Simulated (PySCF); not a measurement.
Compound: C7H8S.
SMILES with atom numbers: `[SH:1][CH2:2][c:3]1[cH:4][cH:5][cH:6][cH:7][cH:8]1` (hydrogens: H9 on S1; H10, H11 on C2; H12 on C4; H13 on C5; H14 on C6; H15 on C7; H16 on C8)

Cartesian coordinates in Å at the PBE0-D3(BJ)/def2-SVP level; atoms count from 1:
```xyz
16
C7H8S angstrom
S     -2.7392   -1.0002   -1.2779
C     -1.9219   -0.8697    0.3491
C     -0.5140   -0.3504    0.2960
C      0.4771   -1.0301   -0.4241
C      1.7817   -0.5499   -0.4620
C      2.1178    0.6247    0.2145
C      1.1391    1.3124    0.9268
C     -0.1684    0.8266    0.9658
H     -2.5318    0.2817   -1.6490
H     -1.9434   -1.9008    0.7366
H     -2.5359   -0.2593    1.0272
H      0.2091   -1.9378   -0.9711
H      2.5442   -1.0936   -1.0251
H      3.1422    1.0031    0.1818
H      1.3915    2.2340    1.4568
H     -0.9333    1.3685    1.5294
```

Computed, not measured: TDDFT CAM-B3LYP/def2-SVPD, vertical, gas phase, core orbitals frozen in the response (PySCF).

Frontier orbitals with the atoms that hold most of them (Löwdin shares over 4%, at most four atoms; ? is withheld):

```
orbital  ε (eV)                           atoms
 HOMO-3  -10.72    S1 42%, C2 15%, C3 8%, H9 7%
 HOMO-2   -8.74   S1 19%, C4 18%, C7 18%, C8 9%
 HOMO-1   -8.59  C5 19%, C8 19%, S1 14%, C6 14%
   HOMO       ?                               ?
   LUMO    0.45                               ?
 LUMO+1    0.69  C5 20%, C8 20%, C7 12%, C4 12%
 LUMO+2    1.12    S1 41%, H9 12%, C2 8%, C8 7%
```

(1) Give the leading atoms of the HOMO.

(2) Give the leading atoms of the LUMO.

(3) What is the HOMO energy, and the HOMO–LUMO gap?

Results:

(1) S1 (bonded to C and H) 49%; C3 (bonded to 3 C) 10%; C6 (bonded to 2 C and H) 8%; C4 (bonded to 2 C and H) 8%. By element: sulfur 49%, carbon 26% or more.

(2) C3 (bonded to 3 C) 16%; C6 (bonded to 2 C and H) 16%; C4 (bonded to 2 C and H) 14%; C7 (bonded to 2 C and H) 13%.

(3) ε(HOMO) = -8.05 eV; the gap is 8.50 eV (0.3125 hartree).

Problem. How does S1 compare with the orbital gap of 8.50 eV?

Solution. S1 is at 5.34 eV (f = 0.0003), 3.17 eV below the gap, made of HOMO→LUMO+1 (37%), HOMO-1→LUMO (32%), HOMO-2→LUMO+1 (11%). Its leading pair isn't HOMO and LUMO; the energies of that pair differ by 8.74 eV. Without the coupling terms of the response equations the lowest excitation would equal the gap.

Next come S2 at 5.48 eV (f 0.0076), HOMO→LUMO+2 (34%), HOMO→LUMO (23%); S3 at 5.71 eV (f 0.072), HOMO→LUMO (63%), HOMO→LUMO+2 (18%); S4 at 6.11 eV (f 0.0049), HOMO-2→LUMO (37%), HOMO-1→LUMO+1 (21%), HOMO-1→LUMO (15%); S5 at 6.57 eV (f 0.182), HOMO→LUMO+1 (38%), HOMO-1→LUMO (20%), HOMO→LUMO+3 (14%).

One conformer stands for the species.
